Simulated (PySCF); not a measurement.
Compound: InCl2Et, C2H5Cl2In.
Bonds: In1–Cl2, In1–Cl3, In1–C4, C4–C5. Hydrogens: H6, H7 on C4; H8, H9, H10 on C5.

Method: PBE0-D3(BJ)/def2-SVP geometry optimisation, gas phase, def2 core potentials past Kr (PySCF); density fitting, grid level 1; the optimiser is geomeTRIC in internal coordinates, started from a GFN2-xTB structure with every atom displaced at random (about 0.03 Å).

Step 0: E = -32357.0302 eV
```
atom  x, y, z in Å  |  force x, y, z in eV/Å
In1     0.8466    1.3748    0.5897   -2.273   0.271  -0.122
Cl2     3.0841    1.5923    0.5651    1.641   0.187   0.010
Cl3    -0.2834    3.5342    0.4734    0.453  -0.830   0.045
C4     -0.2552   -0.5114    0.5568   -3.391   1.166  -0.291
C5     -0.5298   -1.0595   -0.8755    1.786   2.236   2.242
H6     -1.3238   -0.2914    1.0332    2.221  -0.293  -0.546
H7      0.2569   -1.2042    1.1860    0.612  -0.792   0.707
H8     -1.0220   -1.9682   -0.8388   -1.460  -2.249   0.114
H9     -1.0879   -0.3185   -1.4020   -0.543   0.525  -0.963
H10     0.4391   -1.2249   -1.2836    0.954  -0.220  -1.197
```

Step 1: E = -32357.5204 eV
```
atom  x, y, z in Å  |  force x, y, z in eV/Å
In1     0.7922    1.3671    0.5840    0.091   0.078  -0.021
Cl2     3.1291    1.6113    0.5944    0.007  -0.010   0.013
Cl3    -0.2837    3.4515    0.4885   -0.004   0.104  -0.011
C4     -0.2922   -0.4786    0.5633   -0.159  -0.275  -0.357
C5     -0.5114   -1.0345   -0.8588    0.325   0.184   0.688
H6     -1.2536   -0.2572    1.0463   -0.064   0.024   0.053
H7      0.2468   -1.1840    1.2134    0.048  -0.014  -0.065
H8     -1.0528   -1.9889   -0.7923   -0.116  -0.034  -0.124
H9     -1.0938   -0.3296   -1.4658   -0.075  -0.064  -0.132
H10     0.4441   -1.2338   -1.3688   -0.053   0.008  -0.043
```

Problem. Estimate the geometry and energy of step 2. (The exact step hangs on the optimiser's Hessian estimate; all steps are aligned on step 1, rigid shifts and turns removed.)

Solution. E = -32357.5320 eV, largest force 0.175 eV/Å
```
atom  x, y, z in Å  |  force x, y, z in eV/Å
In1     0.7917    1.3792    0.5794   -0.029  -0.002  -0.003
Cl2     3.1312    1.6219    0.6010   -0.025  -0.026   0.009
Cl3    -0.2623    3.4836    0.4966    0.036  -0.002   0.000
C4     -0.3017   -0.4838    0.5596   -0.007  -0.060  -0.078
C5     -0.5110   -1.0386   -0.8474    0.085   0.043   0.146
H6     -1.2615   -0.2683    1.0512   -0.014   0.021   0.030
H7      0.2505   -1.1899    1.1990    0.030   0.048  -0.014
H8     -1.0530   -1.9977   -0.7985   -0.028   0.019  -0.044
H9     -1.1011   -0.3515   -1.4720   -0.020  -0.036  -0.041
H10     0.4420   -1.2317   -1.3646   -0.028  -0.006  -0.006
```

The energy changes by -0.0115 eV. The first-order estimate −F·Δx gives -0.0211 eV and the mean of the old and new forces, exact on a quadratic surface, -0.0126 eV. The step makes an angle of 68° with the force vector and moves no atom by more than 0.039 Å.

The cost below is that of the whole optimisation. The run took 49 s on one thread, Arm Neoverse V1 (aarch64) (shared host), and the process peaked at 0.47 GiB of memory.
